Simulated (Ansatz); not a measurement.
Consider the redistribution: `[NH2][Ga]([NH2])[Cl]` + `[F][GeH3]` → `[NH2][GaH][NH2]` + `[F][GeH2][Cl]`.

Computed with Ansatz on PBE0-D4/def2-TZVP structures; ΔE is electronic, products minus reactants. CCSD(T)/CBS adds triple-zeta CCSD(T) − MP2 to the extrapolated MP2 energy (def2 sets, frozen cores). Functionals use def2-TZVPP. For Ga, Ge outer-core shells are correlated without core-valence functions, which leaves a few kJ/mol of doubt a bond. Scalar relativity is left out up to krypton. One conformer a species, not always the lowest.

| species | LDA (SPW92) energy (Eh) |
| --- | --- |
| `[NH2][Ga]([NH2])[Cl]` | -2491.70897 |
| `[F][GeH3]` | -2174.88675 |
| `[NH2][GaH][NH2]` | -2033.49870 |
| `[F][GeH2][Cl]` | -2633.08405 |

(1) Work out ΔE.

Largest T1 diagnostic among the species: 0.013.

Results:

(1) ΔE = (-2033.49870) + (-2633.08405) − (-2491.70897) − (-2174.88675) = 0.01297 Eh = +34.1 kJ/mol. CCSD(T)/CBS gives +42.5 kJ/mol.

From BLYP to BHLYP (50 % exact exchange), in def2-TZVPP and without D4, ΔE moves by +7.3 kJ/mol. Leaving LDA and LC-ωPBE aside and taking each functional with its dispersion term where it has one, the values, not all of them listed here, spread over 8.7 kJ/mol, from B97M-V to BHLYP-D4. At CCSD(T), def2-SVP lies +9.1 kJ/mol from the extrapolated value and def2-TZVPP +1.7 kJ/mol.
